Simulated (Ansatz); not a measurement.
`[CH3][Al]([F])[C]#N`, relaxed with RKS PBE0-D4/def2-TZVP in Ansatz from a GFN2-xTB geometry. The force threshold is 0.005 eV/Å; the program also tests the step.

Total charge 0; spin multiplicity 1.

Start:

```xyz
8

C     0.212    1.330   -0.073
Al   -0.226   -0.490    0.562
F    -0.713   -0.895    2.082
C    -0.122   -2.074   -0.613
N    -0.054   -2.968   -1.335
H    -0.637    2.015    0.013
H     1.033    1.783    0.489
H     0.507    1.300   -1.125
```

```csv
step,energy (eV),largest force (eV/Å),largest move (Å)
1,-12921.6576,0.851,0.000
2,-12921.6982,0.227,0.051
3,-12921.7038,0.037,0.027
4,-12921.7040,0.016,0.008
5,-12921.7042,0.010,0.010
6,-12921.7042,0.006,0.005
7,-12921.7042,0.002,0.002
```

End:

```xyz
8

C     0.207    1.290   -0.078
Al   -0.218   -0.483    0.532
F    -0.695   -0.808    2.069
C    -0.121   -2.039   -0.609
N    -0.046   -2.932   -1.334
H    -0.653    1.957    0.035
H     1.020    1.720    0.513
H     0.507    1.295   -1.128
```

Hardware: 2 threads of a server CPU on a shared host. Wall time 65 s, peak host memory 0.37 GiB.
